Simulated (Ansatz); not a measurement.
Consider the isomerisation: `CB1O[SiH2]1` → `B[SiH]1CO1`.

Program: Ansatz. Geometries: PBE0-D4/def2-TZVP. ΔE: electronic, gas phase. CCSD(T)/CBS adds triple-zeta CCSD(T) − MP2 to the extrapolated MP2 energy (def2 sets, frozen cores). Functionals use def2-TZVPP.

`CB1O[SiH2]1`:

```xyz
9

C    -1.551   -0.186   -0.483
B    -0.060   -0.073   -0.091
O     1.064   -0.666   -0.533
Si    1.588    0.415    0.739
H    -1.711   -0.902   -1.293
H    -1.936    0.791   -0.789
H    -2.146   -0.490    0.384
H     2.230   -0.333    1.847
H     2.523    1.443    0.219
```

`B[SiH]1CO1`:

Z-matrix (Å, degrees):
```
Si
C 1 1.837
O 1 1.685 2 47.9
B 1 1.974 2 116.7 3 -106.0
H 1 1.482 2 117.2 3 97.8
H 2 1.088 1 122.1 3 101.6
H 2 1.089 1 119.1 3 -103.0
H 4 1.194 1 119.5 2 46.5
H 4 1.195 1 121.5 2 -128.8
```

(1) Is it downhill or uphill in electronic energy at CCSD(T)/CBS, and by how much? (An estimate is asked.)

(2) What do these levels give: LDA (SPW92), PBE-D4, revPBE-D4, r2SCANh-D4, PBE-QIDH, PBE, BLYP, PBE0, r2SCANh, HF/def2-SVP, MP2/def2-TZVPP, SCS-MP2/def2-QZVPP? (Best estimate.)

Largest T1 diagnostic among the species: 0.018.

Results:

(1) Ansatz gave: Uphill: ΔE = +2.56 eV.

(2) Computed: LDA (SPW92) 2.64, PBE-D4 2.49, revPBE-D4 2.43, r2SCANh-D4 2.58, PBE-QIDH 2.61, PBE 2.50, BLYP 2.48, PBE0 2.56, r2SCANh 2.58, HF/def2-SVP 2.68, MP2/def2-TZVPP 2.66, SCS-MP2/def2-QZVPP 2.58 eV.

At CCSD(T), def2-SVP lies +0.25 eV from the extrapolated value and def2-TZVPP +0.01 eV. From BLYP to BHLYP (50 % exact exchange), in def2-TZVPP and without D4, ΔE moves by +0.10 eV. In def2-TZVPP, CCSD(T) changes the Hartree–Fock value by +0.06 eV (the triples alone add +0.00 eV) and MP2 by +0.14 eV.
